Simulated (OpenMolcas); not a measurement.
## Mn5+: effect of the basis set

```yaml
Program: OpenMolcas 26.06
Method: "SS-CASPT2, IPEA 0.25 Eh, imaginary shift 0.1 Eh (closed shells correlated: 3s 3p)"
Active_space: 2 electrons in 5 orbitals (3d)
State_averaging: 2S+1 = 3 even, 10 roots; 2S+1 = 1 even, 15 roots
Spin-orbit_coupling: state interaction with AMFI integrals over the reference wave functions, term energies averaged over their components
```

A. ANO-R1 [5s3p3d1f], X2C, finite nucleus; CASPT2 step of the order of 2.1 core-seconds
B. ANO-L-VTZP [6s5p3d2f1g], non-relativistic, point nucleus; CASPT2 step about 5 core-seconds
C. ANO-RCC-VTZP [6s5p3d2f1g], DKH2, point nucleus; CASPT2 step of the order of 3 core-seconds
D. ANO-R2 [7s4p4d2f1g], X2C, finite nucleus; CASPT2 step roughly 2.5 core-seconds
E. ANO-RCC-VQZP [7s6p4d3f2g1h], DKH2, point nucleus; CASPT2 step about 10 core-seconds
F. ANO-R3 [8s5p5d3f2g1h], X2C, finite nucleus; CASPT2 step roughly 10 core-seconds

Energies in eV above 3d2 3F2, the measured ground level; measured values from Corliss and Sugar, J. Phys. Chem. Ref. Data 6, 1253 (1977).

```csv
Level,A,B,C,D,E,F,Measured
3d2 3F2,0.0000,0.0000,0.0000,0.0000,0.0000,0.0000,0.0000
3d2 3F3,0.0912,0.0985,0.0939,0.0920,0.0907,0.0914,0.0925
3d2 3F4,0.2063,0.2223,0.2120,0.2079,0.2051,0.2064,0.2069
3d2 1D2,1.993,1.924,1.894,1.897,1.893,1.874,1.9014
3d2 3P0,2.362,2.323,2.302,2.302,2.312,2.293,2.2047
3d2 3P1,2.395,2.358,2.335,2.335,2.345,2.326,2.2388
3d2 3P2,2.468,2.437,2.410,2.408,2.416,2.398,2.3096
3d2 1G4,3.393,3.295,3.231,3.265,3.242,3.191,3.1630
3d2 1S0,7.752,7.665,7.545,7.510,7.496,7.426,
```

Deviations, from unrounded energies. A percentage is the sum of absolute deviations over the sum of measured energies, with the sign that they share, or ± where signs differ.

| Against measurement | Levels | A | B | C | D | E | F |
| --- | --- | --- | --- | --- | --- | --- | --- |
| mean absolute deviation (cm-1) | 7 | 920 | 620 | 430 | 460 | 470 | 370 |
| fine structure of the ground term (%) | 2 | -0.6 | +7.1 | +2.2 | ±0.5 | -1.2 | -0.5 |
| other terms of the ground configuration (%) | 5 | +6.7 | +4.4 | ±3.1 | ±3.4 | ±3.5 | ±2.7 |

F lies closest to measurement on these levels and A furthest from it. The largest miss of F in the table is 3d2 3P0, by +710 cm-1. The ranking rests on the paired levels alone, and a cruder setting can come out closer through cancelling errors.

The two smallest mean deviations differ by little beside CASPT2's spread within terms, so their order carries little weight.

Among A to F the level of the table that moves most is 3d2 1S0, by 2600 cm-1 (lowest in F, highest in A). Moves below CASPT2's spread within the term are not significant.

CASPT2 breaks the degeneracy within a term, and the mean is taken; among the terms shown or strongly mixed into the levels shown the widest spread is 820 cm-1 (3d2 3F, B). The basis is small and was not contracted for so high a charge (holds for A). Measured partners are found by configuration, term and J. A level has none where our copy of the source lacks it or the pairing is in doubt (some pairs that miss far off the trend of their configuration count as doubtful), and it then counts in no deviation. Levels of configurations outside the active space are missing.
